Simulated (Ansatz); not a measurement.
Consider the ligand exchange at the Hf–N bond: `[NH2][Hf]([F])([F])[Cl]` + HI → `[F][Hf]([F])([Cl])[I]` + NH₃.

Calculated with Ansatz (gas phase, PBE0-D4/def2-TZVP geometries, no zero-point term in ΔE). CCSD(T)/CBS adds triple-zeta CCSD(T) − MP2 to the extrapolated MP2 energy (def2 sets, frozen cores). This one scheme is used for every species. DFT in def2-TZVPP. Elements past krypton have def2 core potentials. For Hf, I outer-core shells are correlated without core-valence functions, which leaves a few kJ/mol of doubt a bond. One conformer a species, not always the lowest.

Q: Is it downhill or uphill in electronic energy at CCSD(T)/CBS, and by how much? (Best estimate.)

A: Computed: Downhill: ΔE = -79.2 kJ/mol.

Q: What do these levels give: revPBE-D4, BLYP, LC-ωPBE, HF/def2-TZVPP, SCS-MP2/def2-QZVPP, CCSD/CBS(def2)? (An estimate is asked.)

A: Ansatz gave: revPBE-D4 -72.9, BLYP -66.3, LC-ωPBE -69.4, HF/def2-TZVPP -80.5, SCS-MP2/def2-QZVPP -80.9, CCSD/CBS(def2) -76.5 kJ/mol.

Largest T1 diagnostic among the species: 0.015.

Leaving LDA and LC-ωPBE aside and taking each functional with its dispersion term where it has one, the values, not all of them listed here, spread over 16.6 kJ/mol, from PBE-QIDH to CAM-B3LYP-D4. LDA lies +3.9 kJ/mol from PBE without D4. From BLYP to BHLYP (50 % exact exchange), in def2-TZVPP and without D4, ΔE moves by −7.9 kJ/mol. At CCSD(T), def2-SVP lies +19.8 kJ/mol from the extrapolated value and def2-TZVPP +3.5 kJ/mol.
